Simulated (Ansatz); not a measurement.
Cost and result for the atomization energy of C₃H₉GeN (`C=C[N](C)[GeH3]`) (14 atoms, 13 bonds).

```json
{"atom": "C1", "x (Å)": "1.006", "y (Å)": "-1.885", "z (Å)": "0.514"}
{"atom": "C2", "x (Å)": "1.012", "y (Å)": "-0.565", "z (Å)": "0.296"}
{"atom": "N3", "x (Å)": "-0.016", "y (Å)": "0.198", "z (Å)": "-0.205"}
{"atom": "C4", "x (Å)": "-1.251", "y (Å)": "-0.474", "z (Å)": "-0.520"}
{"atom": "Ge5", "x (Å)": "0.005", "y (Å)": "2.032", "z (Å)": "-0.019"}
{"atom": "H6", "x (Å)": "1.903", "y (Å)": "-2.367", "z (Å)": "0.876"}
{"atom": "H7", "x (Å)": "0.139", "y (Å)": "-2.508", "z (Å)": "0.337"}
{"atom": "H8", "x (Å)": "1.917", "y (Å)": "0.001", "z (Å)": "0.506"}
{"atom": "H9", "x (Å)": "-1.723", "y (Å)": "-0.914", "z (Å)": "0.368"}
{"atom": "H10", "x (Å)": "-1.956", "y (Å)": "0.225", "z (Å)": "-0.973"}
{"atom": "H11", "x (Å)": "-1.070", "y (Å)": "-1.283", "z (Å)": "-1.237"}
{"atom": "H12", "x (Å)": "-0.688", "y (Å)": "2.477", "z (Å)": "1.287"}
{"atom": "H13", "x (Å)": "-0.758", "y (Å)": "2.611", "z (Å)": "-1.220"}
{"atom": "H14", "x (Å)": "1.480", "y (Å)": "2.453", "z (Å)": "-0.008"}
```

Charge 0, multiplicity 1. Correlated methods include outer-core shells of Ge, which these sets cover unevenly. Scalar relativity is left out up to krypton. All single points use the PBE0-D4/def2-TZVP geometry. It is one conformer, not always the lowest. Program: Ansatz. All runs use 4 threads of an Arm Neoverse V2 on a shared host. Times are those of one run each, without the atoms' runs, and a repeat can differ threefold. Electronic energies, without spin–orbit coupling; frozen cores. CCSD(T)/CBS adds CCSD(T) − MP2 in def2-TZVPP to the MP2 limit, and its time is that of the two runs behind it. T1 = 0.012. With those shells the extrapolation isn't a true limit. B3LYP takes the VWN-RPA correlation (the form of Gaussian; ORCA's B3LYP/G). HSE06 is the plane-wave form, built on full-range PBE exchange.

CCSD(T)/CBS is a level of theory with its own doubt, some kJ/mol a heavy atom from the limit and from the frozen cores, so smaller differences don't rank the functionals.

```tsv
level	functions	wall time
revPBE-D4/def2-TZVPP	298	2.8 s
BLYP-D4/def2-TZVPP	298	2.9 s
PBE0-D4/def2-TZVPP	298	4.1 s
HSE06-D4/def2-TZVPP	298	4.5 s
B3LYP-D4/def2-TZVPP (with forces)	298	6 s
r2SCANh-D4/def2-TZVPP	298	7 s
ωB97X-V/def2-TZVPP	298	10 s
B97M-V/def2-TZVPP	298	12 s
ωB97M-V/def2-TZVPP (with forces)	298	14 s
CCSD(T)/def2-SVP	133	15 s
MP2/def2-QZVPP	587	37 s
CCSD(T)/def2-TZVPP	298	14 min
CCSD(T)/CBS(def2)	–	15 min
```

**Question.** What atomization energy does each give, and how far from CCSD(T)/CBS? (An estimate is asked.)

**Answer.** The calculation gave: 
```tsv
level	atomization (kJ/mol)	difference from CCSD(T)/CBS	per bond
revPBE-D4/def2-TZVPP	5043.2	-21.7	-1.7
BLYP-D4/def2-TZVPP	5060.6	-4.3	-0.3
PBE0-D4/def2-TZVPP	5078.2	13.3	1.0
HSE06-D4/def2-TZVPP	5080.7	15.8	1.2
B3LYP-D4/def2-TZVPP (with forces)	5075.5	10.6	0.8
r2SCANh-D4/def2-TZVPP	5040.7	-24.2	-1.9
ωB97X-V/def2-TZVPP	5081.1	16.2	1.2
B97M-V/def2-TZVPP	5087.0	22.1	1.7
ωB97M-V/def2-TZVPP (with forces)	5066.3	1.4	0.1
CCSD(T)/def2-SVP	4819.0	-245.9	-18.9
MP2/def2-QZVPP	5055.2	-9.7	-0.8
CCSD(T)/def2-TZVPP	4950.9	-114.0	-8.8
CCSD(T)/CBS(def2)	5064.9	0.0	0.0
```

From r2SCAN to r2SCAN0 (25 % exact exchange), in def2-TZVPP and without D4, the atomization energy moves by −65.1 kJ/mol: exact exchange takes away binding that semilocal exchange gives to molecules. Leaving LDA and LC-ωPBE aside and taking each functional with its dispersion term where it has one, the values, not all of them listed here, spread over 213.5 kJ/mol, from BHLYP-D4 to PBE-D4. LDA lies +663.9 kJ/mol from PBE without D4, its usual overbinding. At CCSD(T), def2-SVP lies −245.9 kJ/mol from the extrapolated value and def2-TZVPP −114.0 kJ/mol: correlation converges slowly with the basis, and small sets miss more of it in the bonded molecule than in its fragments.

For some Ge, Se and Sn compounds the MP2-based and the directly extrapolated limit differ by 10 to 25 kJ/mol.
